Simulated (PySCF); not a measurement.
CH$_{2}$FOSi (calculated)

Calculation on a computer-drawn molecule: optimised geometry and harmonic frequencies of an isolated molecule of the commonest isotopes, restricted reference for singlets and unrestricted otherwise, frozen core in MP2. Program: PySCF 2.14.0.

CH$_{2}$FOSi

Start structure:
```xyz
6
CH2FOSi
O      1.8062    -1.9412    -1.0298
C      1.4209    -1.5220     0.0355
Si     2.2126    -0.0881     1.1195
F      1.2217    -0.3530     2.4749
H      0.4662    -1.9646     0.4318
H      3.4070    -0.9429     1.5581
```

```
charge                                        : -1
multiplicity                                  : 1
method                                        : MP2
basis                                         : aug-cc-pV(D+d)Z
rotational constants                          : 17.83, 3.164, 2.756 GHz
total energy                                  : -502.9764 hartree
convergence status largest gradient component : 5.452e-06 hartree/bohr
```

Drawn bonds:
```csv
atom,other atom,order
1,2,1
2,3,2
3,4,1
2,5,1
3,6,1
```

Optimised structure:
```xyz
6
CH2FOSi
O      1.8360    -1.9578    -1.0525
C      1.4295    -1.5265     0.0470
Si     2.2022    -0.0898     1.1138
F      1.2173    -0.3408     2.5246
H      0.4417    -1.9537     0.4229
H      3.4080    -0.9432     1.5343
```

Modes:
```csv
frequency (cm⁻¹),reduced mass (dalton)
118.1,2.63
180.2,9.3
343.9,9.33
500,1.38
628.4,3.26
640.2,14.19
786.2,1.1
906.1,1.576
1352,1.217
1581,11.68
1972,1.042
2685,1.08
```
